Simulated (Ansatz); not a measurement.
Compare A (`FC1N=C[Se]1`) with its isomer B (`N=C=C(F)[SeH]`).

Gas-phase electronic energies from Ansatz, PBE0-D4/def2-TZVP geometries. CBS: MP2 limit from def2 TZ/QZ plus the TZ coupled-cluster correction, frozen cores. Functionals use def2-TZVPP. B3LYP here is the variant with VWN-RPA as its local correlation; programs differ in this. For Se outer-core shells are correlated without core-valence functions, which leaves a few kJ/mol of doubt a bond. Scalar relativity is left out up to krypton. Each species was taken in one conformer, which may not be the lowest.

(1) Which is lower in electronic energy at CCSD(T)/CBS, and by how much? (Estimate.)

(2) Give E(B) − E(A) in kJ/mol with B3LYP-D4, HF/def2-TZVPP, MP2/def2-TZVPP, CCSD/def2-TZVPP, PBE0-D4, r2SCAN-D4, CCSD(T)/def2-TZVPP. (Estimate.)

Largest T1 diagnostic: 0.013.

Answers

(1) The calculation gave: A, by 68.6 kJ/mol.

(2) Computed: B3LYP-D4 42.4, HF/def2-TZVPP 47.9, MP2/def2-TZVPP 75.5, CCSD/def2-TZVPP 63.3, PBE0-D4 60.5, r2SCAN-D4 52.8, CCSD(T)/def2-TZVPP 66.9. None reverses the order clearly.

From PBE to PBE0 (25 % exact exchange), in def2-TZVPP and without D4, E(B) − E(A) moves by +8.8 kJ/mol. In def2-TZVPP, CCSD(T) changes the Hartree–Fock value by +19.0 kJ/mol (the triples alone add +3.6 kJ/mol) and MP2 by +27.5 kJ/mol.
